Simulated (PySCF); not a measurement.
PySCF 2.14 output of an unrestricted LDA calculation on a single atom or ion in x2c-QZVPPall with one added diffuse shell each of s, p, d, f type (10s7p5d3f1g, 86 functions), with scalar relativity by spin-free X2C-1e:

```
SCF conv_tol = 1e-09
number electrons alpha = 10  beta = 7
    P. A. M. Dirac.,  Math. Proc. Cambridge Philos. Soc. 26, 376 (1930)
    F. Bloch.,  Z. Phys. 57, 545 (1929)
    S. H. Vosko, L. Wilk, and M. Nusair.,  Can. J. Phys. 58, 1200 (1980)
cycle= 1 E= -526.022363899943  delta_E= -0.0263  |g|= 0.058  |ddm|= 1.33
cycle= 2 E= -526.019832379341  delta_E= 0.00253  |g|= 0.0755  |ddm|= 0.704
cycle= 3 E= -526.023375387893  delta_E= -0.00354  |g|= 0.0161  |ddm|= 0.596
cycle= 4 E= -526.023555733206  delta_E= -0.00018  |g|= 0.00161  |ddm|= 0.128
cycle= 5 E= -526.023558505097  delta_E= -2.77e-06  |g|= 0.000859  |ddm|= 0.0267
cycle= 6 E= -526.023559078434  delta_E= -5.73e-07  |g|= 0.000113  |ddm|= 0.00534
cycle= 7 E= -526.023559088812  delta_E= -1.04e-08  |g|= 1.07e-05  |ddm|= 0.000806
cycle= 8 E= -526.023559088887  delta_E= -7.49e-11  |g|= 1.32e-06  |ddm|= 4.31e-05
converged SCF energy = -526.023559088887  <S^2> = 3.7518411  2S+1 = 4.0009205
```

The run itself started from symmetry-adapted Hartree-Fock orbitals and held the occupation by maximum overlap, on a logarithmic radial grid, so the iterations belong to that start.

**Question.** Which element, charge and spin multiplicity is this?

**Answer.** Ar⁺ (argon, charge +1), multiplicity 4; the state was [Ne] 3s1 3p5 3d1, one real determinant (an excited configuration).

⟨L²⟩ = 5.81 against 12 for a pure F term, so this real determinant mixes terms. The outer electron is Rydberg-like, and this basis confines it to a smaller radius and binds it less than a complete one would. The s, p, d and f populations moved away from the nominal configuration during the SCF.
